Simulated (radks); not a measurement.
Numerical settings for neutral boron, [He] 2s2 2p1. Calculated with a radial shooting solver on a logarithmic mesh with Libxc functionals: non-relativistic Kohn-Sham, LDA (Slater exchange, Perdew-Wang correlation), spin-polarised, spherical densities, point nucleus; open shells are filled with parallel spins first. The defaults (mesh step 0.008 in ln r, mesh end at 40 bohr or more with all orbitals vanishing there, Anderson mixing 0.5 over 9 steps, residual threshold near 1e-9 with the energy settled to 1e-9 hartree or 1e-11 of itself, here a cap of 60 iterations) give E = -24.3525 hartree and 2p at -4.098 eV in 13 iterations. Times are rough (one thread of a shared host). Changes against that run (0 stands for a change within the tolerance of the run):

| setting | iterations | converged | E (mhartree) | e(2p) (meV) | CPU (s) |
|---|---|---|---|---|---|
| mesh step in ln r 0.12 | 4 | no | diverged | - | 0.01 |
| mesh step in ln r 0.05 | 13 | yes | 0 | 0 | 0.01 |
| mesh step in ln r 0.003 | 13 | yes | 0 | 0 | 0.14 |
| mesh end (bohr) 12 | 13 | yes | +0.00904 | +1.64 | 0.05 |
| mesh end (bohr) 2 | 12 | level above zero | +2.91e+03 | +3.75e+04 | 0.04 |
| residual threshold 1e-05 | 9 | yes | 0 | -0.0684 | 0.04 |
| residual threshold 1e-13 | 20 | yes | 0 | 0 | 0.07 |
| mixing 1.5 | 13 | yes | 0 | 0 | 0.05 |
| linear mixing, mixing 0.8 | 15 | yes | 0 | 0 | 0.05 |
| linear mixing, mixing 1 | 35 | yes | 0 | 0 | 0.11 |
| mixing history 20 | 18 | yes | 0 | 0 | 0.07 |
| iteration cap 3 | 3 | no | +0.0232 | -3.14 | 0.02 |

Settled on a wrong energy, with an occupied level pushed above zero by the early mesh end: mesh end (bohr) 2 (+2.91 hartree). Apart from these: no run marked as converged misses the energy by more than 1 mhartree. A mesh that ends early acts as a hard wall.
